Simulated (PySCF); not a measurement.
SiCl2Br2, SMILES Br[Si](Br)(Cl)Cl.

The structure is a stationary point at PBE0-D3(BJ)/def2-SVP.

Calculation: PBE0-D3(BJ)/def2-SVP (PySCF 2.14.0).

Frequencies are harmonic and unscaled.

Computed harmonic wavenumbers and intensities:
```
mode  ν (cm⁻¹)  IR (km/mol)  Raman (Å⁴/amu)  depolarisation  moving atoms (share of kinetic energy)
----  --------  -----------  --------------  --------------  --------------------------------------
1          105          0.1             2.5            0.74                        Br 64 %, Cl 32 %
2          117          0.0             2.3            0.75                        Cl 73 %, Br 27 %
3          170          4.0             3.3            0.75                        Cl 49 %, Br 46 %
4          177          3.1             3.5            0.59                        Cl 58 %, Br 36 %
5          180          3.4             3.2            0.75               Cl 61 %, Si 22 %, Br 17 %
6          328          5.5            12.3            0.00               Cl 53 %, Br 35 %, Si 12 %
7          519        179.0             0.7            0.75                        Si 84 %, Br 16 %
8          588        165.9             2.2            0.28                        Si 67 %, Cl 30 %
9          628        158.3             1.8            0.75                        Si 66 %, Cl 34 %
```
